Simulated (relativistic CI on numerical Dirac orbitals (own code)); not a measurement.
Ru⁶⁺: L-alpha,beta X-ray emission

Computed with this model: Dirac-Coulomb-Breit CI, separate exchange-only KLI orbitals for each configuration, QED by a radiative potential, valence Slater integrals scaled by 0.8, multiplet model of X-ray emission after core ionisation; configurations [Kr] 4d2 → [He] 2s2 2p5 3s2 3p6 3d10 4s2 4p6 4d2 → [Ar] 3d9 4s2 4p6 4d2; 300 K; Lorentzian 2 eV and Gaussian 0.6 eV FWHM. Energies are those of the free ion, without screening or charge transfer. S is read from ⟨S²⟩ = S(S + 1).

free ion: ground-state S = 0.98, centroid 2603.96 eV. Peaks (eV, height): 2561.8 (100), 2686.8 (48).

Strongest unbroadened transitions for free ion:

```csv
Energy (eV),Relative strength
2557.62,9.4
2561.35,27.3
2561.41,9.1
2561.67,100.0
2561.76,16.0
2561.82,19.7
2561.87,13.9
2561.88,9.6
2561.96,22.7
2561.99,18.4
2562.14,20.0
2686.03,8.4
2686.16,8.2
2686.48,20.4
2686.75,67.6
2687.28,13.1
2687.70,14.5
2688.46,7.2
```
